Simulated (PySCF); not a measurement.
C₂F₃, doublet, at a GFN2-xTB geometry; PySCF with PBE/STO-3G.

Input for PySCF:
```python
from pyscf import gto, scf, dft

mol = gto.M(
    atom='''
C    -0.02097005    0.18801536    0.95068298
C     0.00630951    0.22182388   -0.35025560
F    -0.03482227   -0.77428364    1.82927975
F     0.01570563    1.33880864   -1.05329788
F     0.02889033   -0.83775117   -1.17626680
''',
    basis='sto-3g',
    spin=1,
    verbose=4,
)

mf = dft.UKS(mol)
mf.xc = 'pbe'
mf.grids.radi_method = dft.radi.mura_knowles
mf.kernel()
```

Output, abridged:

```
PySCF version 2.14.0

[INPUT] verbose = 4
[INPUT] num. atoms = 5
[INPUT] num. electrons = 39
[INPUT] charge = 0
[INPUT] spin (= nelec alpha-beta = 2S) = 1
[INPUT] symmetry False subgroup None
[INPUT] Mole.unit = angstrom
[INPUT] Symbol           X                Y                Z      unit          X                Y                Z       unit  Magmom
[INPUT]  1 C     -0.020970050000   0.188015360000   0.950682980000 AA   -0.039627651318   0.355297537612   1.796530463485 Bohr   0.0
[INPUT]  2 C      0.006309510000   0.221823880000  -0.350255600000 AA    0.011923245880   0.419186381088  -0.661887157595 Bohr   0.0
[INPUT]  3 F     -0.034822270000  -0.774283640000   1.829279750000 AA   -0.065804553336  -1.463184022331   3.456837732713 Bohr   0.0
[INPUT]  4 F      0.015705630000   1.338808640000  -1.053297880000 AA    0.029679339314   2.529981662801  -1.990444520785 Bohr   0.0
[INPUT]  5 F      0.028890330000  -0.837751170000  -1.176266800000 AA    0.054594811348  -1.583120271834  -2.222822101419 Bohr   0.0

nuclear repulsion = 161.774126811007
number of shells = 15
number of NR pGTOs = 75
number of NR cGTOs = 25
basis = sto-3g
ecp = {}

******** <class 'pyscf.dft.uks.UKS'> ********
method = UKS
initial guess = minao
damping factor = 0
level_shift factor = 0
DIIS = <class 'pyscf.scf.diis.CDIIS'>
diis_start_cycle = 1
diis_space = 8
diis_damp = 0
SCF conv_tol = 1e-09
SCF conv_tol_grad = None
SCF max_cycles = 50
direct_scf = True
direct_scf_tol = 1e-13
number electrons alpha = 20  beta = 19
XC library pyscf.dft.libxc version 7.1.2
    S. Lehtola, C. Steigemann, M. J. T. Oliveira, and M. A. L. Marques,  SoftwareX 7, 1–5 (2018)
XC functionals = pbe
    J. P. Perdew, K. Burke, and M. Ernzerhof,  Phys. Rev. Lett. 77, 3865 (1996)
    J. P. Perdew, K. Burke, and M. Ernzerhof,  Phys. Rev. Lett. 78, 1396 (1997)
    J. P. Perdew, K. Burke, and M. Ernzerhof,  Phys. Rev. Lett. 77, 3865 (1996)
    J. P. Perdew, K. Burke, and M. Ernzerhof,  Phys. Rev. Lett. 78, 1396 (1997)
radial grids: Mura-Knowles [JCP 104, 9848 (1996); DOI:10.1063/1.471749] log3 quadrature radial grids
becke partition: Becke, JCP 88, 2547 (1988); DOI:10.1063/1.454033
pruning grids: <function nwchem_prune>
grids dens level: 3
symmetrized grids: False
atomic radii adjust function: <function treutler_atomic_radii_adjust>
small_rho_cutoff = 0
Set gradient conv threshold to 3.16228e-05
tot grids = 67568
init E= -370.795003054105

cycle= 1 E= -369.851291190531  delta_E= 0.944  |g|= 0.362  |ddm|= 2.47
cycle= 2 E= -369.59939954557  delta_E= 0.252  |g|= 0.773  |ddm|= 1.39
cycle= 3 E= -369.921325788584  delta_E= -0.322  |g|= 0.162  |ddm|= 1.02
cycle= 4 E= -369.938866122572  delta_E= -0.0175  |g|= 0.0444  |ddm|= 0.313
cycle= 5 E= -369.940122943723  delta_E= -0.00126  |g|= 0.0227  |ddm|= 0.102
cycle= 6 E= -369.940534291163  delta_E= -0.000411  |g|= 0.00187  |ddm|= 0.0386
cycle= 7 E= -369.9405404559  delta_E= -6.16e-06  |g|= 0.000765  |ddm|= 0.00708
cycle= 8 E= -369.940541101403  delta_E= -6.46e-07  |g|= 0.000693  |ddm|= 0.00309
cycle= 9 E= -369.940541494296  delta_E= -3.93e-07  |g|= 4.87e-05  |ddm|= 0.00138
cycle= 10 E= -369.940541497681  delta_E= -3.39e-09  |g|= 6.64e-06  |ddm|= 0.000194
cycle= 11 E= -369.940541497715  delta_E= -3.33e-11  |g|= 1e-06  |ddm|= 1.08e-05
Extra cycle  E= -369.940541497714  delta_E= 5.68e-13  |g|= 1.66e-06  |ddm|= 3.48e-06
converged SCF energy = -369.940541497714  <S^2> = 0.75526559  2S+1 = 2.0052587
```
